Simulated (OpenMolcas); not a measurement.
Levels of N by method

* Program: OpenMolcas
* Basis: ANO-RCC-VDZ [3s2p]
* Scalar Hamiltonian: DKH3, point nucleus
* Active space: 3 electrons in 3 orbitals (2p)
* State averaging: 2S+1 = 4 odd, 1 root; 2S+1 = 2 odd, 8 roots
* Spin-orbit coupling: state interaction with AMFI integrals over the reference wave functions, term energies averaged over their components

Methods on the same reference wave functions:
A. CASSCF
B. SS-CASPT2, IPEA 0.25 Eh, imaginary shift 0.1 Eh (closed shells correlated: 1s 2s)

Energies in cm⁻¹ above 2s² 2p³ ⁴S°_3/2, the measured ground level; measured values from NIST Handbook of Basic Atomic Spectroscopic Data.

| Level | A | B | Measured |
| --- | --- | --- | --- |
| 2s² 2p³ ⁴S°_3/2 | 0.0 | 0.0 | 0.0 |
| 2s² 2p³ ²D°_3/2 | 23093 | 22430 | 19233 |
| 2s² 2p³ ²D°_5/2 | 23093 | 22430 | 19224 |
| 2s² 2p³ ²P°_1/2 | 38247 | 31650 | 28839 |
| 2s² 2p³ ²P°_3/2 | 38248 | 31650 | 28839 |

Deviations, from unrounded energies. A percentage is the sum of absolute deviations over the sum of measured energies, with the sign that they share, or ± where signs differ.

| Against measurement | Levels | A | B |
| --- | --- | --- | --- |
| mean absolute deviation (cm-1) | 4 | 6600 | 3000 |
| other terms of the ground configuration (%) | 4 | +27.6 | +12.5 |

B lies closest to measurement on these levels. The largest miss of B in the table is 2s² 2p³ ²D°_5/2, by +3200 cm-1. The ranking rests on the paired levels alone, and a cruder setting can come out closer through cancelling errors.

From A to B the spin-free energies of the other terms of 2s² 2p³ shown, above ⁴S°, scale by factors of 0.83 to 0.97.

The lowest spin-free term lies below A's lowest term by 0.033 hartree in B.

Term energies are means over components that CASPT2 splits; among the terms shown or strongly mixed into the levels shown the widest spread is 30 cm-1 (2s² 2p³ ²D°, B). With the s shell closed, the reference lacks s² → p² mixing. Without dynamic correlation excited terms often stand tens of per cent too high (terms of higher spin than the ground term too low), and those without a measured partner can miss by more than the paired ones (holds for A). Some terms miss by over 15 % even with CASPT2, which points to a basis or an active space too small for the shells correlated (holds for B). Measured partners are found by configuration, term and J. A level has none where our copy of the source lacks it or the pairing is in doubt (some pairs that miss far off the trend of their configuration count as doubtful), and it then counts in no deviation. Only configurations of the active space appear.

° marks odd parity.
